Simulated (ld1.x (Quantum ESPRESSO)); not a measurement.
## Mo: one change to a PAW potential, before and after

- Element: molybdenum
- Generator: ld1.x (Quantum ESPRESSO) 7.5
- Type: PAW
- Functional: PBE
- Relativity: scalar-relativistic
- Frozen core: [Kr]
- Valence charge: 6
- Reference configuration: 4d5 5s0.5 5p0 (charge +0.5)
- Partial waves: 5s (bound): rcut 2.40, rcutus 2.80 bohr; 5s channel at 1 Ry: rcut 2.40, rcutus 2.80 bohr; 5p (bound, empty): rcut 2.55, rcutus 2.80 bohr; 5p channel at 2.8 Ry: rcut 2.55, rcutus 2.80 bohr; 4d (bound): rcut 2.25, rcutus 2.55 bohr; 4d channel at 0.1 Ry: rcut 2.25, rcutus 2.55 bohr
- Local potential: all-electron potential smoothed inside 2.05 bohr (lloc = -2)
- Core correction: Bessel-smoothed model core inside 1.70 bohr
- Augmentation charge: BG, radius 2.25 bohr

All-electron outer shells of the reference configuration (PBE, scalar-relativistic, ld1.x):

```
shell  level (eV)  outermost node (bohr)  outermost maximum (bohr)
   4p      -41.72                   0.52                      1.08
   4d       -6.94                   0.53                      1.38
   5s       -6.86                   1.34                      2.86
   5p       -3.36                   1.54                      3.76
```

Change: waves 4d (bound): rcut 2.25, rcutus 3.48 bohr; 4d channel at 0.1 Ry: rcut 2.25, rcutus 3.48 bohr.

Cutoffs: the cutoffs (Ry, on a coarse ladder) from which the occupation-weighted sum of valence levels, in a spherical-Bessel basis at the reference potential, stays within 10 and 1 mRy of its value at 400 Ry; they do not see the model core or the augmentation charge, which bear on the density cutoff. Errors are all-electron minus pseudo energies relative to the spin-unpolarised reference configuration.

Problem. Predict the effect on cutoff, ghosts and configuration errors.

Solution. The potential gets softer (15 Ry and 25 Ry → 8 Ry and 10 Ry); the number of tests that count goes from 7 to 2 (the test run of the changed file stopped, so its transferability is not established); neither file shows a bound ghost at the reference potential, the only one tested. A larger radius leaves more room for a smooth pseudo-wave, so fewer plane waves are needed.

| quantity | base | changed |
| --- | --- | --- |
| cutoff, loose | 15 Ry | 8 Ry |
| cutoff, tight | 25 Ry | 10 Ry |
| loose cutoff by channel (10 mRy a level) | s 6 Ry, d 12 Ry | s 6 Ry, d 6 Ry |
| bound ghosts | none | none |
| tests counted (converged, no solver errors) | 7 of 7 | 2 of 7 (the test run stopped) |
| error for 4d5 5s1 5p0, meV [ΔE -2.73 eV] | +0.2 | +0.7 |
| error for 4d5 5s0 5p0, meV [ΔE 4.16 eV] | -1.4 | -1.2 |
| lowest overlap eigenvalue by channel | s 0.49, p 0.67, d 0.92 | s 0.49, p 0.67, d 0.09 |

Base: ld1.x warns that Blöchl-style (BG) augmentation functions are not a good idea. Changed file: Tests not counted: 4d4 5s0 5p0 (solver errors, printed error -112 eV). ld1.x warns that Blöchl-style (BG) augmentation functions are not a good idea.
